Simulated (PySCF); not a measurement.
NbI₂, SMILES [I][Nb][I] (connectivity only; charge and spin as stated), neutral, multiplicity 4.

Geometry: PBE0-D3(BJ)/def2-SVP. The multiplicity is an assumed one; other spin states were not compared. The def2 effective core potentials stand for the cores of I, Nb; spin–orbit coupling is left out.

Two levels are set side by side: PBE/def2-TZVPD (PySCF) and r2SCAN/def2-TZVPD (PySCF). Same geometry, gas phase. Differences are taken from unrounded values.

```tsv
quantity	PBE
α-spin orbital gap (eV)	0.72
β-spin orbital gap (eV)	3.80
mean polarisability (bohr³)	134.2
```

These are the PBE values. What does r2SCAN give? (An estimate is asked for; the answer gives what the named calculation found.)


```csv
quantity,r2SCAN,PBE minus r2SCAN
α-spin orbital gap (eV),1.26,-0.54
β-spin orbital gap (eV),4.46,-0.67
mean polarisability (bohr³),127.9,6.3
```

Rough cost on one machine, each run with all the roots and properties that it gave: r2SCAN against PBE within a factor of 2.
